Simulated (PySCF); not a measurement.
Isomers of C4H10FNSi, mass 119.057 u with the commonest isotopes. Method used: wB97X-D/def2-SVPD in PySCF (dipole) on a GFN2-xTB geometry, gas phase. One conformer each, none proved a minimum here; rigid rotors.

Question: Order these by radius of gyration √(Σ m r²/M), smallest first.
A. `[NH2:1][Si:2]1([F:3])[CH2:4][CH2:5][CH2:6][CH2:7]1` with H–N1–Si2–F3 177° and 35°, N1–Si2–C4–C5 116°, Si2–C4–C5–C6 37°, C4–C5–C6–C7 -50°, C5–C6–C7–Si2 37°
B. `[F:1][CH2:2][C@H:3]1[CH2:4][CH2:5][SiH2:6][NH:7]1` with F1–C2–C3–C4 172°, C2–C3–C4–C5 161°, C3–C4–C5–Si6 -35°, C4–C5–Si6–N7 17°, C5–Si6–N7–C3 6°
C. `[NH2:1][Si@H:2]([CH2:3][F:4])[CH:5]1[CH2:6][CH2:7]1` with H–N1–Si2–C3 178° and -43°, N1–Si2–C3–F4 61°, N1–Si2–C5–C6 -42°
D. `[F:1][CH2:2][C@@H:3]1[CH2:4][CH2:5][NH:6][SiH2:7]1` with F1–C2–C3–C4 180°, C2–C3–C4–C5 -161°, C3–C4–C5–N6 43°, C4–C5–N6–Si7 -30°, C5–N6–Si7–C3 7°
E. `[CH3:1][C@@:2]1([F:3])[CH2:4][CH2:5][NH:6][SiH2:7]1` with C1–C2–C4–C5 163°, C2–C4–C5–N6 -42°, C4–C5–N6–Si7 32°, C5–N6–Si7–C2 -11°

Answer: E (1.743 Å), A (1.816 Å), D (1.932 Å), B (1.999 Å), C (2.073 Å).

Question: Order these by dipole moment, smallest first.
A. `[CH3:1][C@@:2]1([F:3])[CH2:4][CH2:5][NH:6][SiH2:7]1` with C1–C2–C4–C5 163°, C2–C4–C5–N6 -42°, C4–C5–N6–Si7 32°, C5–N6–Si7–C2 -11°
B. `[NH2:1][Si@H:2]([CH2:3][F:4])[CH:5]1[CH2:6][CH2:7]1` with H–N1–Si2–C3 178° and -43°, N1–Si2–C3–F4 61°, N1–Si2–C5–C6 -42°
C. `[F:1][CH2:2][C@@H:3]1[CH2:4][CH2:5][NH:6][SiH2:7]1` with F1–C2–C3–C4 180°, C2–C3–C4–C5 -161°, C3–C4–C5–N6 43°, C4–C5–N6–Si7 -30°, C5–N6–Si7–C3 7°
D. `[F:1][CH2:2][C@H:3]1[CH2:4][CH2:5][SiH2:6][NH:7]1` with F1–C2–C3–C4 172°, C2–C3–C4–C5 161°, C3–C4–C5–Si6 -35°, C4–C5–Si6–N7 17°, C5–Si6–N7–C3 6°
E. `[NH2:1][Si:2]1([F:3])[CH2:4][CH2:5][CH2:6][CH2:7]1` with H–N1–Si2–F3 177° and 35°, N1–Si2–C4–C5 116°, Si2–C4–C5–C6 37°, C4–C5–C6–C7 -50°, C5–C6–C7–Si2 37°

Answer: D (1.56 D), A (1.70 D), B (1.89 D), E (2.33 D), C (2.56 D).

Question: Order these by rotational constant C, largest first.
A. `[NH2:1][Si:2]1([F:3])[CH2:4][CH2:5][CH2:6][CH2:7]1` with H–N1–Si2–F3 177° and 35°, N1–Si2–C4–C5 116°, Si2–C4–C5–C6 37°, C4–C5–C6–C7 -50°, C5–C6–C7–Si2 37°
B. `[F:1][CH2:2][C@H:3]1[CH2:4][CH2:5][SiH2:6][NH:7]1` with F1–C2–C3–C4 172°, C2–C3–C4–C5 161°, C3–C4–C5–Si6 -35°, C4–C5–Si6–N7 17°, C5–Si6–N7–C3 6°
C. `[F:1][CH2:2][C@@H:3]1[CH2:4][CH2:5][NH:6][SiH2:7]1` with F1–C2–C3–C4 180°, C2–C3–C4–C5 -161°, C3–C4–C5–N6 43°, C4–C5–N6–Si7 -30°, C5–N6–Si7–C3 7°
D. `[CH3:1][C@@:2]1([F:3])[CH2:4][CH2:5][NH:6][SiH2:7]1` with C1–C2–C4–C5 163°, C2–C4–C5–N6 -42°, C4–C5–N6–Si7 32°, C5–N6–Si7–C2 -11°
E. `[NH2:1][Si@H:2]([CH2:3][F:4])[CH:5]1[CH2:6][CH2:7]1` with H–N1–Si2–C3 178° and -43°, N1–Si2–C3–F4 61°, N1–Si2–C5–C6 -42°

Answer: D (1647 MHz), A (1539 MHz), C (1175 MHz), B (1096 MHz), E (1064 MHz).

| SMILES | point group | Ia (u·Å²) | Ib (u·Å²) | Ic (u·Å²) | κ | μa (D) | μb (D) | μc (D) |
| --- | --- | --- | --- | --- | --- | --- | --- | --- |
| N[Si@H](CF)C1CC1 | C1 | 113.97 | 434.80 | 474.89 | -0.94 | 1.88 | 0.08 | 0.05 |
| FC[C@@H]1CCN[SiH2]1 | C1 | 129.27 | 329.40 | 430.05 | -0.74 | 2.15 | 1.38 | 0.00 |
| FC[C@H]1CC[SiH2]N1 | C1 | 113.91 | 376.73 | 461.02 | -0.85 | 0.90 | 1.27 | 0.13 |
| C[C@@]1(F)CCN[SiH2]1 | C1 | 167.10 | 249.61 | 306.90 | -0.45 | 1.16 | 0.22 | 1.22 |
| N[Si]1(F)CCCC1 | C1 | 150.35 | 306.26 | 328.43 | -0.88 | 0.88 | 0.67 | 2.05 |
